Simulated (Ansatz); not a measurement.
HWSF5⁻, that is W(SH)F5 with one electron more. Total charge -1; doublet. Geometry PBE-D4/def2-SVP, that of the neutral singlet; atoms count from 1.

```xyz
8

W     0.3696   -0.0625    0.2230
S    -1.0317    0.9765   -1.4051
H    -2.1643    0.2506   -1.1911
F     1.2266   -1.0624    1.5746
F     1.6303    1.1487   -0.4090
F    -1.1586   -1.0863    0.5531
F     1.1186   -1.3219   -0.9412
F     0.0095    1.1573    1.5959
```

In the def2 sets W takes a core potential; there is no spin–orbit coupling.

Q: Estimate the Mulliken populations from the PBE0/def2-TZVPD orbitals of Ansatz.

A: 
| atom | charge (e) | spin (α − β) | d electrons |
| --- | --- | --- | --- |
| W1 | 2.11 | 0.98 | 3.00 |
| S2 | -0.70 | -0.04 | – |
| H3 | 0.20 | 0.02 | – |
| F4 | -0.53 | 0.02 | – |
| F5 | -0.53 | 0.03 | – |
| F6 | -0.54 | 0.02 | – |
| F7 | -0.50 | -0.02 | – |
| F8 | -0.50 | -0.02 | – |
Mulliken values depend strongly on the basis. With diffuse functions, as here, like atoms can get unlike values, and bond orders can come out too low or too high.

Q: Where does the spin sit?

A: Summed by element: W 0.98, S -0.04, H 0.02, F 0.04, of 1 unpaired in all. Largest on single atoms: W1 0.98, S2 -0.04, F5 0.03.

Q: And the Mayer bond orders between heavy atoms (over 0.3)?

A: W1–S2 0.92 (2.39 Å); W1–F4 0.64 (1.89 Å); W1–F5 0.71 (1.86 Å); W1–F6 0.69 (1.87 Å); W1–F7 0.76 (1.87 Å); W1–F8 0.76 (1.87 Å).
